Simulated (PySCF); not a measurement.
## Carbon: a sound run and one with changed settings

Sound run: C⁺ [He] 2s2 2p1, C²⁺ [He] 2s2. All numbers are calculated (PySCF 2.14, scalar relativity by spin-free X2C-1e, in cc-pVDZ-DK). The sound run starts from symmetry-adapted Hartree-Fock orbitals and uses a fine grid where one is needed.

A second run was set up differently.

```
species  method  sound run (hartree)  changed run (hartree)  converged
     C⁺     UHF            -37.30463              -37.30463        yes
     C⁺     LDA            -37.04481              -37.08817        yes
     C⁺    TPSS            -37.45315              -37.51299        yes
    C²⁺     UHF            -36.41588              -36.41588        yes
    C²⁺     LDA            -36.13357              -36.13357        yes
    C²⁺    TPSS            -36.53294              -36.53294        yes
```

Ionisation energy of C⁺:

```json
{"method": "UHF", "sound run (eV)": "24.184", "changed run (eV)": "24.184"}
{"method": "LDA", "sound run (eV)": "24.796", "changed run (eV)": "25.976"}
{"method": "TPSS", "sound run (eV)": "25.040", "changed run (eV)": "26.668"}
```

Question: What was changed?
A. minimal basis
B. level shift left on
C. angular grid far too coarse
D. a valence shell is frozen

Answer: C. It used 6 angular points. A coarse angular grid integrates products of high-l functions wrongly, so density functionals can shift, and the SCF can exploit the error; Hartree-Fock and MP2 need no grid.
